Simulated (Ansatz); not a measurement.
CH8AlNSi can be A, `N[SiH2][CH2][AlH2]`, or B, `[CH3][Al]([NH2])[SiH3]`.

Isolated molecules relaxed with PBE0-D4/def2-TZVP in Ansatz; ΔE leaves out vibrations. CCSD(T)/CBS adds triple-zeta CCSD(T) − MP2 to the extrapolated MP2 energy (def2 sets, frozen cores). DFT in def2-TZVPP. B3LYP here is the variant with VWN-RPA as its local correlation; programs differ in this. One conformer a species, not always the lowest.

Q: Which is lower in electronic energy at CCSD(T)/CBS, and by how much? (Estimate.)

A: Ansatz gave: B, by 51.7 kJ/mol.

Q: Give E(B) − E(A) in kJ/mol with LDA (SPW92), CCSD/def2-TZVPP, CCSD(T)/def2-TZVPP, MP2/def2-TZVPP, B2PLYP, B3LYP-D4, B3LYP. (Best estimate.)

A: Ansatz gave: LDA (SPW92) -63.0, CCSD/def2-TZVPP -52.1, CCSD(T)/def2-TZVPP -53.5, MP2/def2-TZVPP -45.1, B2PLYP -54.0, B3LYP-D4 -55.3, B3LYP -59.4. None reverses the order clearly.

Q: Does the order hold for the free energy at 298.15 K (harmonic terms from PBE0-D4)? (Best estimate.)

A: Ansatz gave: Yes: G(B) − G(A) = -46.0 kJ/mol, for one conformer each. Modes under 60 cm⁻¹, often nearly free rotors, make the harmonic entropy too high.

Largest T1 diagnostic: 0.012.

From BLYP to BHLYP (50 % exact exchange), in def2-TZVPP and without D4, E(B) − E(A) moves by +15.9 kJ/mol. In def2-TZVPP, CCSD(T) changes the Hartree–Fock value by −13.5 kJ/mol (the triples alone add −1.4 kJ/mol) and MP2 by −5.1 kJ/mol.
